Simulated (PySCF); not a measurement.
# Reading the logs of faulty runs: AlCClGeH5 cation

All numbers below are calculated, not measured. The program is PySCF 2.14.0, an open-source quantum chemistry code, run on an isolated molecule that a program drew, which may never have been made. The molecule is AlCClGeH5 cation (charge +1, singlet), drawn as the SMILES string `[CH3][GeH]([AlH+])[Cl]`.

Each row is a Hartree-Fock (HF) and frozen-core CCSD(T) single point in the cc-pV(D+d)Z basis, meant for a local HF minimum. Run 1 is clean. Each other run has one planted mistake out of seven kinds, and not every kind appears here: one electron removed, one electron added, multiplicity raised by two, geometry at a saddle point, minimal basis STO-3G, one bond length entered in bohr, all coordinates scaled. The reference is restricted for singlets and unrestricted otherwise, and also for a bond in bohr. Adding or removing an electron swaps singlet and doublet. Electrons count all cores. HOMO and LUMO are orbital energies over both spins, the gradient is its largest component, and the lowest frequency (negative if imaginary) is given only where the gradient is small. Bond lengths are over the 8 bonds as drawn. T1 is the CCSD diagnostic: over 0.02 (restricted) or 0.045 (unrestricted) a single reference is doubtful. Germanium has the cc-pVDZ-PP basis, with a core potential (ECP10MDF) in place of its 10 inner electrons, and its 3s, 3p and 3d shells are frozen in CCSD(T).

Geometry of the clean run:
```xyz
9
AlCClGeH5 cation, angstrom
C    -0.4821    1.2399   -2.5449
Ge   -0.0898   -0.3331   -1.4827
Al   -1.8397   -0.9185    0.2728
Cl   -0.4650   -2.1656   -2.5850
H    -1.4810    1.1750   -2.9734
H    -0.3932    2.1362   -1.9300
H     0.2520    1.2833   -3.3511
H     1.2707   -0.4328   -0.8169
H    -2.9349   -1.4511    1.2425
```

```
run,electrons,basis functions,<S^2>,HOMO (eV),LUMO (eV),gradient (hartree/bohr),lowest frequency (cm^-1),mean bond (Å),longest bond (Å),T1,HF (hartree),CCSD(T) (hartree),mistake
1,72,108,0.000,-15.11,-4.62,1.8e-05,48,1.6252,2.547,0.0121,-1035.37007,-1035.85382,no fault
2,72,108,0.944,-13.98,-5.32,1.5e-02,-,1.7983,2.942,0.0242,-1035.28954,-1035.75611,one bond length entered in bohr
3,72,108,2.012,-11.71,-7.58,3.8e-02,-,1.6252,2.547,0.0241,-1035.24325,-1035.72293,?
4,73,108,0.790,-5.88,0.68,3.3e-02,-,1.6252,2.547,0.0144,-1035.56249,-1036.05801,?
```

**Which mistake was planted in run 3, and what did it cost?**

Electrons, basis and geometry are unchanged, and <S^2> is 2.012, beside S(S+1) = 2.00 for a multiplicity of 3. So the mistake is: multiplicity raised by two. Subtracting run 1 and multiplying by 627.51 kcal/mol a hartree, the energy moved by 79.6 kcal/mol in HF and 82.1 kcal/mol in CCSD(T).

**Which mistake was planted in run 4, and what did it cost?**

It counts 73 electrons, one more than the clean run, at the same geometry and basis. So the mistake is: one electron added. Subtracting run 1 and multiplying by 627.51 kcal/mol a hartree, the energy moved by -120.7 kcal/mol in HF and -128.1 kcal/mol in CCSD(T).

